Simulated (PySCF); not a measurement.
Polarisability and C₆ of Sc⁺ (scandium, charge +1)

[Ar] 4s2, closed-shell 1S (an excited configuration). All numbers are calculated (PySCF 2.14, scalar relativity by spin-free X2C-1e, in aug-cc-pwCVTZ-DK with one added diffuse shell each of s, p, d, f, g type (11s10p8d5f4g, 152 functions)). Coupled (time-dependent) response in atomic units; α is the mean over directions.

```tsv
method	mean α (bohr³)	C₆ (like pair)	S(−4)
PBEsol	59.04	509.7	1719
```

S(−4) is the Cauchy moment in α(ω) = α(0) + S(−4) ω² + …

α(iu) at PBEsol:

```
u (hartree)  α(iu) (bohr³)
          0          59.04
     0.0500          55.04
      0.100          45.85
      0.200          27.96
      0.300          17.51
      0.500          8.756
      0.750          5.041
       1.00          3.457
       1.50          2.027
       2.00          1.355
       3.00         0.7329
       5.00         0.3189
```

For an ion, C₆ is the dispersion term alone; charge-induced terms of lower order in 1/R come first.
